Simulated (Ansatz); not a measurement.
Isolated molecules relaxed with PBE0-D4/def2-TZVP in Ansatz; ΔE leaves out vibrations. CCSD(T)/CBS adds triple-zeta CCSD(T) − MP2 to the extrapolated MP2 energy (def2 sets, frozen cores). This one scheme is used for every species. Functionals use def2-TZVPP. For Ga outer-core shells are correlated without core-valence functions, which leaves a few kJ/mol of doubt a bond. Scalar relativity is left out up to krypton. Each species was taken in one conformer, which may not be the lowest.

Consider the redistribution: `[CH3][Ga]([NH2])[NH2]` + `CC[Si]S` → `[NH2][Ga]([NH2])[SH]` + `CC[Si]C`.

`[CH3][Ga]([NH2])[NH2]`:

Z-matrix (Å, degrees):
```
C
Ga 1 1.957
H 1 1.091 2 111.3
H 1 1.092 2 110.5 3 -120.1
H 1 1.092 2 110.7 3 120.7
N 2 1.823 1 122.0 3 -167.7
N 2 1.822 1 122.2 3 12.3
H 6 1.005 2 123.8 1 -171.7
H 6 1.005 2 122.8 1 -9.5
H 7 1.005 2 122.9 1 -8.9
H 7 1.005 2 124.1 1 -173.6
```

`CC[Si]S`:

Cartesian coordinates in Å:
```
C 0.292 -0.846 1.228
C 0.158 0.084 0.028
Si -1.475 -0.138 -0.934
S -1.184 1.313 -2.474
H 1.234 -0.689 1.760
H 0.258 -1.896 0.925
H -0.519 -0.694 1.945
H 0.217 1.136 0.340
H 0.986 -0.063 -0.677
H 0.032 1.792 -2.142
```

`[NH2][Ga]([NH2])[SH]`:

Cartesian coordinates in Å:
```
N 0.386 -0.724 -1.381
Ga -0.139 0.168 0.114
N 0.157 -0.517 1.768
S -1.333 2.014 -0.041
H 0.409 -0.265 -2.276
H 1.070 -1.461 -1.334
H -0.034 0.020 2.597
H 0.859 -1.217 1.938
H -1.374 1.981 -1.383
```

`CC[Si]C`:

```xyz
12

C     0.061    0.242   -1.393
C     0.508   -0.967   -0.582
Si   -0.083   -1.271    1.201
C    -0.501    0.503    1.726
H     0.285    1.179   -0.881
H     0.551    0.279   -2.371
H    -1.017    0.222   -1.574
H     1.602   -0.928   -0.412
H     0.372   -1.895   -1.147
H     0.341    1.182    1.541
H    -1.334    0.879    1.116
H    -0.785    0.575    2.776
```

| level | ΔE (kJ/mol) |
| --- | --- |
| PBE-QIDH | 25.6 |
| BLYP | 35.3 |

What does CCSD(T)/CBS give? (An estimate is asked.)

Ansatz gave: +28.0 kJ/mol. The listed levels differ from it by -2.4, 7.3 kJ/mol.

Largest T1 diagnostic among the species: 0.013.

From r2SCAN to r2SCAN0 (25 % exact exchange), in def2-TZVPP and without D4, ΔE moves by −3.2 kJ/mol. In def2-TZVPP, CCSD(T) changes the Hartree–Fock value by +10.9 kJ/mol (the triples alone add +2.3 kJ/mol) and MP2 by +13.7 kJ/mol.
